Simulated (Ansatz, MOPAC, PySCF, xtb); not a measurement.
Pair of molecules: dimethyl selenide (SMILES C[Se]C) (first 9 atoms) with NH3 (SMILES N); geometry from B3LYP-D3(BJ)/def2-TZVP, rigid monomers moved along the line of their centres of mass till H8···N10 is 4.47 Å.
(charge 0, multiplicity 1):
```xyz
13

C     -0.79871     0.06320    -1.83228
Se    -0.60525     0.35728     0.09725
C      1.31833     0.72987     0.10270
H     -0.17824    -0.77308    -2.14772
H     -1.84517    -0.16983    -2.01792
H     -0.52507     0.96420    -2.37730
H      1.85965    -0.11304    -0.32245
H      1.58659     0.85644     1.14919
H      1.52513     1.63788    -0.45973
N      0.81607     0.01707     5.47009
H      1.21150    -0.35328     6.32666
H      0.07044     0.65315     5.72914
H      0.38717    -0.75452     4.97014
```

| level | interaction energy (kJ/mol) | cost |
|---|---|---|
| GFN-FF | -1.0 | - |
| PM6 | -1.1 | - |
| GFN1-xTB | -0.7 | - |
| HF/6-31G* | -1.8 | - |
| HF/6-31G* (no counterpoise) | -1.9 | - |
| HF/aug-cc-pVDZ | -1.7 | - |
| PBE-D3(BJ)/def2-TZVPPD | -2.3 | ×1 |
| PBE-D4/def2-TZVPPD | -2.2 | ×1 |
| r2SCAN-D4/def2-TZVPPD | -2.1 | ×2 |
| PBE0-D4/def2-TZVPPD | -2.2 | ×1 |
| M06-2X/6-31G* (no counterpoise) | -2.0 | - |
| wB97M-V/def2-TZVPPD | -2.1 | ×4 |
| MP2/aug-cc-pVDZ | -2.1 | - |
| CCSD(T)/aug-cc-pVDZ | -2.1 | ×10 |

The rows run from -2.3 (PBE-D3(BJ)/def2-TZVPPD) to -0.7 kJ/mol (GFN1-xTB). In aug-cc-pVDZ the value moves HF -1.7, MP2 -2.1, CCSD(T) -2.1, a shift of -0.4 from HF to CCSD(T).

Interaction energies are E(AB) − E(A) − E(B) at the monomers' geometry in the complex; basis-set methods are counterpoise corrected. Rows marked so take none.

Correlated levels freeze the cores. Filled d and f shells under p-block atoms count as core. Rows in 6-31G* carry no dispersion term and start afresh at each structure (6-31G* with six Cartesian d functions); the Pople sets are all-electron and without relativity. The state reached by PM6 isn't checked.

Codes used: Ansatz (a quantum-chemistry and plane-wave program) with Gaussian orbitals; MOPAC for PM6 (differences of heats of formation); PySCF for 6-31G* rows, the dispersion terms; xtb for the GFN methods. Values without a source in brackets are computed.

Costs are rough ratios of core time to PBE/def2-TZVPPD (about 14 s over the structures, on one shared machine); a dash marks a level with no comparable run of its own.
